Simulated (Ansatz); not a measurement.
Relaxation of C2H6GeS (10 atoms, charge 0, multiplicity 1), to a largest force component of 0.015 eV/Å in at most 40 steps.

The calculation used RKS r2SCAN/def2-SVP (Ansatz).

```xyz
10
Properties=species:S:1:pos:R:3
C -0.657 0.246 -1.092
C -0.392 -0.558 0.121
S -1.535 -0.164 1.392
Ge -1.531 -2.158 0.231
H -1.243 -0.337 -1.867
H -1.358 1.155 -0.807
H 0.244 0.697 -1.569
H 0.611 -0.682 0.461
H -0.897 -3.331 1.106
H -2.641 -2.261 -0.765
```

Problem. Where does it end, and by what steps?

Solution. The forces met the threshold. After 9 steps the energy has fallen by 0.767 eV; H6 moved furthest, 0.85 Å.

| step | energy less start (eV) | largest force component (eV/Å) | accepted |
| --- | --- | --- | --- |
| 0 | 0.0000 | 2.374 | yes |
| 1 | -0.5408 | 0.717 | yes |
| 2 | -0.6172 | 0.390 | yes |
| 3 | -0.6278 | 1.047 | yes |
| 4 | -0.6761 | 0.480 | yes |
| 5 | -0.7308 | 0.237 | yes |
| 6 | -0.7591 | 0.209 | yes |
| 7 | -0.7648 | 0.121 | yes |
| 8 | -0.7670 | 0.040 | yes |
| 9 | -0.7672 | 0.015 | yes |

```xyz
10
Properties=species:S:1:pos:R:3
C -0.674 0.351 -1.127
C -0.530 -0.502 0.111
S -1.905 -0.354 1.384
Ge -1.424 -2.212 0.292
H -1.662 0.225 -1.594
H -0.558 1.420 -0.881
H 0.099 0.090 -1.870
H 0.458 -0.441 0.589
H -0.797 -3.341 1.107
H -2.407 -2.629 -0.800
```

Run time: 27 s on 2 threads of Intel(R) Xeon(R) Platinum 8488C (Sapphire Rapids), on a shared host, peak memory 0.19 GiB.
